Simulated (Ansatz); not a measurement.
Start from `[Cl][GeH]([Cl])[SeH]` and change one atom or group to get `[Cl][Ge]([Cl])([Cl])[SeH]`.

Ansatz, PBE0-D4/def2-TZVP geometries, multiplicity 1. Each molecule was computed in one conformer, which needn't be the lowest.

Scalar relativity is left out up to krypton.

```tsv
property	`[Cl][GeH]([Cl])[SeH]`
HOMO–LUMO gap (PBE0/def2-TZVPP) / eV	6.13
size of the dipole moment (PBE/def2-TZVPP) / D	1.24
HOMO–LUMO gap (PBE/def2-TZVPP) / eV	4.04
size of the dipole moment (B3LYP/def2-TZVPP) / D	1.30
ideal-gas entropy at 298 K and 1 bar (rigid rotor, harmonic PBE0-D4/def2-TZVP) / J/(mol·K)	367
HOMO energy (PBE/def2-TZVPP) / eV	-6.48
```

(1) Give the same properties after the change, and the shifts. (Estimate.)

Results:

(1) The calculation gave: 
```
                                                                                  property  `[Cl][Ge]([Cl])([Cl])[SeH]`  shift
                                                      HOMO–LUMO gap (PBE0/def2-TZVPP) / eV                         5.75  -0.38
                                            size of the dipole moment (PBE/def2-TZVPP) / D                         1.56   0.32
                                                       HOMO–LUMO gap (PBE/def2-TZVPP) / eV                         3.64  -0.40
                                          size of the dipole moment (B3LYP/def2-TZVPP) / D                         1.62   0.32
ideal-gas entropy at 298 K and 1 bar (rigid rotor, harmonic PBE0-D4/def2-TZVP) / J/(mol·K)                          399     32
                                                         HOMO energy (PBE/def2-TZVPP) / eV                        -6.70  -0.22
```

With PBE0 the HOMO falls by 0.24 eV and the LUMO falls by 0.62 eV, so the gap narrows by about 0.38 eV. PBE moves the HOMO by -0.22 eV and ωB97M-V by -0.25 eV. Dipoles are sizes alone; their direction can turn.

B3LYP here is the variant with VWN-RPA as its local correlation; programs differ in this.

Spin–orbit coupling is left out; it splits and shifts lone-pair levels of the heavy atoms by tenths of an eV.
